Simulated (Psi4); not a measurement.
carbon atom (C), triplet; R2SCAN/def2-SVPD in Psi4.

Psi4 was given this input:
```
memory 2 GB

molecule {
0 3
  C     0.00000000    0.00000000    0.00000000
}

set basis def2-svpd
set reference uks
set scf_type pk
set puream true
set d_convergence 1e-8
set dft_radial_points 99
set dft_spherical_points 590

energy('r2scan')
print_variables()
```

Output, abridged:

```
   => Loading Basis Set <=

    Name: DEF2-SVPD
    Role: ORBITAL
    Keyword: BASIS

         ---------------------------------------------------------
                                   SCF
               by Justin Turney, Rob Parrish, Andy Simmonett
                          and Daniel G. A. Smith
                              UKS Reference
         ---------------------------------------------------------

  ==> Geometry <==

    Molecular point group: d2h
    Geometry (in Angstrom), charge = 0, multiplicity = 3:

       Center              X                  Y                   Z               Mass
    ------------   -----------------  -----------------  -----------------  -----------------
         C            0.000000000000     0.000000000000     0.000000000000    12.000000000000

  Running in d2h symmetry.

  Rotational constants: A = ************  B = ************  C = ************ [cm^-1]
  Rotational constants: A = ************  B = ************  C = ************ [MHz]
  Nuclear repulsion =    0.000000000000000

  Charge       = 0
  Multiplicity = 3
  Electrons    = 6
  Nalpha       = 4
  Nbeta        = 2

  ==> Algorithm <==

  SCF Algorithm Type is PK.
  DIIS enabled.
  MOM disabled.
  Fractional occupation disabled.
  Guess Type is CORE.
  Energy threshold   = 1.00e-06
  Density threshold  = 1.00e-08
  Integral threshold = 1.00e-12

  ==> Primary Basis <==

  Basis Set: DEF2-SVPD
    Blend: DEF2-SVPD
    Number of shells: 8
    Number of basis functions: 20
    Number of Cartesian functions: 22
    Spherical Harmonics?: true
    Max angular momentum: 2

  ==> DFT Potential <==

   => LibXC <=

    Version 7.1.2
    S. Lehtola, C. Steigemann, M. J. T. Oliveira, and M. A. L. Marques,  SoftwareX 7, 1–5 (2018) (10.1016/j.softx.2017.11.002)

   => Composite Functional: R2SCAN <=

    r2SCAN Meta-GGA XC Functional  (0.1021/acs.jpclett.0c02405)
    J. W. Furness, A. D. Kaplan, J. Ning, J. P. Perdew, J. Sun  J. Phys. Chem. Lett.  11, 8208–8215, 2020

    Deriv               =              1
    GGA                 =           TRUE
    Meta                =           TRUE

    Exchange Hybrid     =          FALSE
    MP2 Hybrid          =          FALSE

   => Exchange Functionals <=

    1.0000   XC_MGGA_X_R2SCAN

   => Correlation Functionals <=

    1.0000   XC_MGGA_C_R2SCAN

   => LibXC Density Thresholds  <==

    XC_MGGA_C_R2SCAN:  1.00E-15
    XC_MGGA_X_R2SCAN:  1.00E-11

   => Molecular Quadrature <=

[...]
   @S   Expected:                1.000000000E+00
   @S   Observed:                1.000000000E+00

    Orbital Energies [Eh]
    ---------------------

    Alpha Occupied:

[...]
       1B1u   -0.239900

    Alpha Virtual:

[...]
       8Ag     1.775970

    Beta Occupied:

[...]
    Beta Virtual:

[...]
    Final Occupation by Irrep:
             Ag   B1g   B2g   B3g    Au   B1u   B2u   B3u
    DOCC [     2,    0,    0,    0,    0,    0,    0,    0 ]
    SOCC [     0,    0,    0,    0,    0,    1,    1,    0 ]
    NA   [     2,    0,    0,    0,    0,    1,    1,    0 ]
    NB   [     2,    0,    0,    0,    0,    0,    0,    0 ]

  @UKS Final Energy:   -37.78826835475948

   => Energetics <=

    Nuclear Repulsion Energy =              0.0000000000000000
    One-Electron Energy =                 -50.3987238270833728
    Two-Electron Energy =                  17.8147635725344244
    DFT Exchange-Correlation Energy =      -5.2043081002105342
    Empirical Dispersion Energy =           0.0000000000000000
    VV10 Nonlocal Energy =                  0.0000000000000000
    Total Energy =                        -37.7882683547594809

  UHF NO Occupations:
  HONO-2 :    2 Ag 1.9967469
  HONO-1 :    1B2u 1.0000000
  HONO-0 :    1B1u 1.0000000
  LUNO+0 :    3 Ag 0.0032531
  LUNO+1 :    4 Ag 0.0000016
  LUNO+2 :    5 Ag 0.0000000
  LUNO+3 :    2B1u 0.0000000

Computation Completed

Properties will be evaluated at   0.000000,   0.000000,   0.000000 [a0]

Properties computed using the SCF density matrix

 Multipole Moments:

 ------------------------------------------------------------------------------------
     Multipole            Electronic (a.u.)      Nuclear  (a.u.)        Total (a.u.)
 ------------------------------------------------------------------------------------

 L = 1.  Multiply by 2.5417464519 to convert [e a0] to [Debye]
 Dipole X            :          0.0000000            0.0000000            0.0000000
 Dipole Y            :          0.0000000            0.0000000            0.0000000
 Dipole Z            :          0.0000000            0.0000000            0.0000000
 Magnitude           :                                                    0.0000000

 ------------------------------------------------------------------------------------

  Variable Map:
  ----------------------------------------------------------------------------
[...]
  Array Variable Map:
  ----------------------------------------------------------------------------
[...]
[...]
```
